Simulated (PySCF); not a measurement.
C4H6Ge.

```xyz
11

C     -1.0587    -2.7017     0.0000
C     -0.2646    -1.7810     0.0000
C      0.5984    -0.6473     0.0000
C      1.9422    -0.7497     0.0000
Ge    -0.2831     1.1153     0.0000
H     -1.7473    -3.5251     0.0000
H      2.4410    -1.7244     0.0000
H      2.5808     0.1379     0.0000
H     -1.1667     1.2520    -1.2550
H     -1.1667     1.2520     1.2550
H      0.8154     2.1974     0.0000
```
Charge 0, spin multiplicity 1.

Geometry optimised at B3LYP-D3(BJ)/def2-SVP. The structure was generated by enumeration, and PubChem lists no compound with its InChIKey, so it may never have been made.

Method: PBE/pcSseg-1 run with PySCF. Non-relativistic, no solvent.

Computed absolute GIAO shielding of each atom: isotropic value and principal components (ppm):
```
atom  σ(iso)     σ11     σ22     σ33   span
----  ------  ------  ------  ------  -----
C1      88.4    41.7    43.6   179.8  138.1
C2      91.7   -11.0    -5.0   291.0  302.0
C3      46.5   -53.2    37.4   155.3  208.5
C4      33.7   -90.5    48.1   143.6  234.1
Ge5   1469.5  1357.6  1444.1  1606.8  249.2
H6      27.8    24.4    24.7    34.2    9.8
H7      24.7    20.6    24.2    29.3    8.7
H8      25.0    21.0    23.8    30.2    9.2
H9      26.7    20.9    22.4    36.8   15.8
H10     26.7    20.9    22.4    36.8   15.8
H11     26.9    20.9    22.7    37.2   16.3
```
